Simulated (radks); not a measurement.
Results of a calculation; reference values are marked as such.
All-electron atom: the tungsten ion W+ in [Xe] 4f14 5d4 6s1. Level of theory: Dirac Kohn-Sham, LDA (Slater exchange, Perdew-Wang correlation), spin-unpolarised, spherical densities, finite nucleus; open shells are shared between the two j in proportion to 2j + 1; Fermi nuclear charge, rms radius 5.3658 fm (a radial shooting solver on a logarithmic mesh with Libxc functionals). Some entries of the table are withheld. Estimate them.

orbital,occ.,eigenvalue (eV),<r> (bohr),r(max) (bohr)
1s1/2,2,-69321.12,0.01836,0.01147
2s1/2,2,-11964.86,0.07700,0.06592
2p1/2,2,-11448.68,0.06367,0.04897
2p3/2,4,-10097.49,0.07163,0.05581
3s1/2,2,-2760.746,0.2008,0.1857
3p1/2,2,-2529.644,0.1907,0.1738
3p3/2,4,-2237.556,0.2054,0.1879
3d3/2,4,-1845.882,0.1797,0.1470
3d5/2,6,-1782.300,0.1843,0.1509
4s1/2,2,-574.8002,0.4497,0.4212
4p1/2,2,-478.8653,0.4547,0.4208
4p3/2,4,-410.9353,0.4882,0.4506
4d3/2,4,-252.7835,0.5050,0.4471
4d5/2,6,-240.2646,0.5165,0.4565
5s1/2,2,-86.6381,1.068,0.9627
5p1/2,2,-58.1087,(1),1.032
5p3/2,4,-48.1909,(2),1.117
4f5/2,6,-42.1832,0.6029,0.4254
4f7/2,8,-39.9415,0.6126,0.4304
6s1/2,1,(3),2.943,(4)
5d3/2,1.6,-12.4714,1.924,1.464
5d5/2,2.4,-11.6874,1.997,1.512

Answer. 
(1) 5p1/2 <r> (bohr): 1.176
(2) 5p3/2 <r> (bohr): 1.282
(3) 6s1/2 eigenvalue (eV): -12.4718
(4) 6s1/2 r(max) (bohr): 2.560
